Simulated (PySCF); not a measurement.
W(NH)2(OMe)2, C2H8N2O2W (singlet state).
Bonds: W1–N2, W1–N4, W1–O6, W1–O11, O6–C7, O11–C12. Hydrogens: H3 on N2; H5 on N4; H8, H9, H10 on C7; H13, H14, H15 on C12.

Computed by this run: PBE0-D3(BJ)/def2-SVP geometry optimisation, gas phase, def2 core potentials past Kr in PySCF 2.14.0; density fitting, grid level 1; the optimiser is geomeTRIC in internal coordinates, started from a GFN2-xTB structure with every atom displaced at random (about 0.03 Å).

Step 0: E = -11088.2392 eV
```
atom  x, y, z in Å  |  force x, y, z in eV/Å
W1      0.4315    0.1309    0.3466    1.660   4.833   0.022
N2      0.1288    0.7764    2.0085    0.306  -1.570  -2.915
H3      0.1558    1.1573    2.9373    0.217   0.206   0.326
N4      2.1993    0.3562   -0.1301  -10.301  -2.039   1.284
H5      3.0986    0.4920   -0.2046    6.432   1.099  -0.311
O6     -0.7129    1.2040   -0.8620    1.691  -2.531   1.676
C7     -1.0777    2.3199   -1.5536   -0.260   1.657   0.843
H8     -0.2203    2.7471   -2.1569   -0.729  -0.211   0.381
H9     -1.4644    3.1143   -0.7936    0.603  -0.791  -1.253
H10    -1.9352    2.0653   -2.2105    0.256   0.157  -0.078
O11    -0.2072   -1.5970    0.2239    0.231  -0.359   0.048
C12    -0.0746   -2.9356    0.5576   -4.498   0.410   0.077
H13     0.8006   -3.3131    0.2012    3.153  -1.370  -0.991
H14    -0.9349   -3.4995    0.0525    0.972   0.521   0.478
H15    -0.2202   -3.0943    1.6274    0.268  -0.012   0.416
```

**Question.** Estimate the geometry and energy of step 1. (The exact step hangs on the optimiser's Hessian estimate; all steps are aligned on step 0, rigid shifts and turns removed.)

**Answer.** E = -11089.1395 eV, largest force 3.577 eV/Å
```
atom  x, y, z in Å  |  force x, y, z in eV/Å
W1      0.3538    0.1919    0.3135   -2.892  -1.546  -0.812
N2      0.1138    0.7517    1.9100   -0.376   0.929   2.749
H3      0.2057    1.1143    2.8502    0.149   0.044  -0.030
N4      1.9835    0.3321   -0.1300    3.400   0.104  -1.106
H5      2.9792    0.4635   -0.1799    0.308   0.150   0.117
O6     -0.7153    1.1760   -0.8201   -0.571   0.486  -0.740
C7     -1.0405    2.3217   -1.5095   -0.275   0.633   0.041
H8     -0.1834    2.7133   -2.0920   -0.092  -0.079   0.036
H9     -1.3889    3.1264   -0.8192    0.177  -0.244  -0.159
H10    -1.8785    2.1119   -2.1980    0.113  -0.014  -0.047
O11    -0.2383   -1.5821    0.2164    0.065  -0.640  -0.038
C12    -0.0667   -2.9215    0.5622   -0.816   0.298  -0.178
H13     0.8911   -3.2988    0.1999    0.390  -0.183   0.040
H14    -0.8754   -3.5183    0.0910    0.192   0.106   0.016
H15    -0.1729   -3.0583    1.6495    0.227  -0.043   0.112
```

The energy changes by -0.9004 eV. The first-order estimate −F·Δx gives -2.5001 eV and the mean of the old and new forces, exact on a quadratic surface, -0.8067 eV. The step makes an angle of 65° with the force vector and moves no atom by more than 0.217 Å.

The cost below is that of the whole optimisation. The run took 2.2 min wall on Arm Neoverse V2, one thread, no GPU, on a shared host, and the process peaked at 0.61 GiB of memory.
